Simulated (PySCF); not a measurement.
Isomers of C5H9N3S, mass 143.052 u with the commonest isotopes. The calculation used PBE0/pcSseg-1 in PySCF (dipole) on a GFN2-xTB geometry, gas phase. One conformer each, none proved a minimum here; rigid rotors.

Task: Order these by rotational constant C, smallest first.
A. `[CH3:1][CH2:2][n:3]1[n:4][cH:5][c:6]([S:7][CH3:8])[n:9]1` with C1–C2–N3–N4 -88°, C5–C6–S7–C8 180°
B. `[CH3:1][CH2:2][c:3]1[n:4][nH:5][n:6][c:7]1[S:8][CH3:9]` with C1–C2–C3–N4 -104°, N6–C7–S8–C9 -4°
C. `[CH3:1][S:2][c:3]1[n:4][n:5][c:6]([CH3:7])[n:8]1[CH3:9]` with C1–S2–C3–N4 -1°
D. `[CH3:1][CH2:2][n:3]1[cH:4][c:5]([S:6][CH3:7])[n:8][n:9]1` with C1–C2–N3–C4 76°, C4–C5–S6–C7 178°
E. `[CH3:1][S:2][c:3]1[n:4][n:5][n:6]([CH3:7])[c:8]1[CH3:9]` with C1–S2–C3–N4 0°

Result: D (648.5 MHz), A (695.0 MHz), E (744.4 MHz), C (761.4 MHz), B (796.7 MHz).

Task: Order these by dipole moment, largest first.
A. `[CH3:1][S:2][c:3]1[n:4][n:5][n:6]([CH3:7])[c:8]1[CH3:9]` with C1–S2–C3–N4 0°
B. `[CH3:1][CH2:2][c:3]1[n:4][nH:5][n:6][c:7]1[S:8][CH3:9]` with C1–C2–C3–N4 -104°, N6–C7–S8–C9 -4°
C. `[CH3:1][S:2][c:3]1[n:4][n:5][c:6]([CH3:7])[n:8]1[CH3:9]` with C1–S2–C3–N4 -1°
D. `[CH3:1][CH2:2][n:3]1[n:4][cH:5][c:6]([S:7][CH3:8])[n:9]1` with C1–C2–N3–N4 -88°, C5–C6–S7–C8 180°
E. `[CH3:1][CH2:2][n:3]1[cH:4][c:5]([S:6][CH3:7])[n:8][n:9]1` with C1–C2–N3–C4 76°, C4–C5–S6–C7 178°
F. `[CH3:1][S:2][c:3]1[n:4][n:5]([CH3:6])[n:7][c:8]1[CH3:9]` with C1–S2–C3–N4 0°

Result: C (4.41 D), A (3.64 D), E (3.28 D), D (2.03 D), F (1.49 D), B (1.04 D).

Task: Order these by out-of-plane moment Σ m c² = (Ia + Ib − Ic)/2, smallest first.
A. `[CH3:1][CH2:2][n:3]1[n:4][cH:5][c:6]([S:7][CH3:8])[n:9]1` with C1–C2–N3–N4 -88°, C5–C6–S7–C8 180°
B. `[CH3:1][S:2][c:3]1[n:4][n:5][n:6]([CH3:7])[c:8]1[CH3:9]` with C1–S2–C3–N4 0°
C. `[CH3:1][CH2:2][c:3]1[n:4][nH:5][n:6][c:7]1[S:8][CH3:9]` with C1–C2–C3–N4 -104°, N6–C7–S8–C9 -4°

Result: B (4.76 u·Å²), C (20.20 u·Å²), A (22.88 u·Å²).

```csv
SMILES,point group,Ia (u·Å²),Ib (u·Å²),Ic (u·Å²),κ,μa (D),μb (D),μc (D)
CCn1ncc(SC)n1,C1,164.94,607.97,727.14,-0.88,1.01,1.74,0.22
CSc1nnn(C)c1C,Cs,171.05,517.39,678.91,-0.79,2.56,2.59,0.01
CCc1n[nH]nc1SC,C1,264.25,410.47,634.33,-0.22,0.76,0.67,0.23
CSc1nnc(C)n1C,near Cs,167.00,506.26,663.71,-0.79,0.69,4.36,0.04
CSc1nn(C)nc1C,–,242.38,441.21,674.08,-0.41,0.52,1.40,0.01
CCn1cc(SC)nn1,C1,116.85,708.20,779.30,-0.96,2.48,2.10,0.41
```
